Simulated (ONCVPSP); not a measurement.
# zinc (Zn): ONCV pseudisation with PBE, scalar-relativistic reference atom.

zinc (Zn), optimised norm-conserving Vanderbilt (ONCV), made with ONCVPSP 4.0.1 (PBE, scalar-relativistic). Core [Ar], reference 3d10 4s1.5 4p0.5. Waves: 4s: rc 2.10 bohr, ncon 4, nbas 8, qcut 3.2 1/bohr, 2 projectors, debl 2.9 Ha; 4p: rc 3.05 bohr, ncon 3, nbas 6, qcut 2.3 1/bohr, 2 projectors, debl 1.4 Ha; 3d: rc 1.50 bohr, ncon 4, nbas 8, qcut 8.4 1/bohr, 2 projectors, debl 3 Ha. Local part: polynomial inside 1.25 bohr (lpopt 5, dvloc0 6 Ha). Core correction: none.

- Cutoffs needed: 47 Ha and 105 Ha (the cutoffs (Ha) at which the residual kinetic energy of the hardest occupied pseudo-wave falls to 1 and 0.1 mHa per electron)
- Ghost test: no bound ghost flagged; GHOST(+) flagged for s at 129.8 eV
- Configuration tests: 2 of 4 tests not solved or not reliable
